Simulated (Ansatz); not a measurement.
This geometry of C2H3BF2 (8 atoms, charge 0, multiplicity 1) is a first-order saddle point.

All numbers below come from RKS PBE-D4/def2-SVP in Ansatz.

```xyz
8
Properties=species:S:1:pos:R:3
C -0.235 0.690 1.060
C -0.336 -0.342 0.200
B 0.457 -0.463 -1.141
F -0.027 0.004 -2.292
F 1.647 -1.059 -1.207
H -0.817 0.731 1.996
H 0.433 1.548 0.870
H -1.029 -1.166 0.458
```

**Question.** Which two structures does it join? (They come from a converged band through this point; their orientation in space is the band's.)

**Answer.** No bond is made or broken.  The two ends are copies of one structure, up to a mirror image or an exchange of like atoms.

First end point:

```xyz
8
Properties=species:S:1:pos:R:3
C -0.090 0.514 1.156
C -0.502 -0.202 0.087
B 0.396 -0.392 -1.167
F -0.009 -1.106 -2.219
F 1.614 0.151 -1.247
H -0.718 0.654 2.053
H 0.904 0.992 1.172
H -1.503 -0.667 0.108
```

Last end point:

```xyz
8
Properties=species:S:1:pos:R:3
C -0.091 0.515 1.156
C -0.501 -0.204 0.088
B 0.396 -0.392 -1.166
F 1.612 0.156 -1.249
F -0.006 -1.111 -2.216
H -0.718 0.655 2.053
H 0.903 0.995 1.170
H -1.502 -0.670 0.109
```

**Question.** How far does it lie above each of them?

**Answer.** 5.4 kcal/mol above the first and 5.4 kcal/mol above the second. This is the barrier of this one path; another mechanism may lie lower.

The run took 3.2 min on 2 threads of AMD EPYC 7R13 Processor (Zen 3), with other jobs on the host, peak memory 0.18 GiB.
